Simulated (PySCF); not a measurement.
Trend along the alkali metals: MCd molecules

MP2 with double-zeta basis sets in PySCF, for the lowest determinant that a PBE0 search found; no spin–orbit coupling. De refers to high-spin ground-configuration atoms.

```
 M     basis  reference, frozen orbitals  state (unpaired electrons)  Re (Å)  ωe (cm⁻¹)  De (eV)
Na  def2-SVP                      UHF, 1               doublet (σ ↑)   4.036       25.0     0.03
Rb  def2-SVP                      UHF, 0               doublet (σ ↑)   4.965       11.1     0.03
Cs  def2-SVP                      UHF, 0               doublet (σ ↑)   4.985       11.4     0.04
```

Question: The row for M = K is missing. Estimate Re, ωe and De as the mean of the rows for Na and Rb, and compare with the calculation.

Answer: The means are 4.500 Å, 18.1 cm⁻¹ and 0.03 eV. UHF-MP2 in def2-SVP gives KCd as a doublet (σ ↑) with Re = 4.375 Å, ωe = 23.8 cm⁻¹, De = 0.04 eV, so the estimate is off by +12.5 pm, -24 % and -0.01 eV.

Correlated steps freeze the inner cores (0 to 5 orbitals); shallow outer-core shells are correlated. Weak bonds: CsCd, KCd, NaCd, RbCd. Basis-set superposition, not corrected here, can be much of De in a small basis, most of all at correlated wavefunction levels. Spin–orbit coupling is left out. States were picked by a PBE0 search and need not be the measured ground states.
